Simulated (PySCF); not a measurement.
Precursor series Cd Cl-Br. Gas-phase values, no solvent.

The charge on the central atom (Mulliken) from two functionals at the same geometries (PBE-D3(BJ)/def2-SVP), both in PySCF: PBE-D3(BJ)/def2-TZVP and B3LYP-D3(BJ)/def2-TZVP. B3LYP has the VWN-RPA correlation part, as in Gaussian. 

```tsv
species	B3LYP-D3(BJ)/def2-TZVP (e)
0 of 2 Cl replaced by Br	0.80
1 of 2 Cl replaced by Br	0.75
2 of 2 Cl replaced by Br	0.71
```

**Question.** What does PBE-D3(BJ)/def2-TZVP give for each?

**Answer.** 
- 0 of 2 Cl replaced by Br: 0.74
- 1 of 2 Cl replaced by Br: 0.70
- 2 of 2 Cl replaced by Br: 0.66
Over these rows, drawn at random from the members with no instability flagged (it was tested for open shells, ions and some series alone), PBE minus B3LYP-D3(BJ): mean -0.06 e, from -0.06 e to -0.05 e.
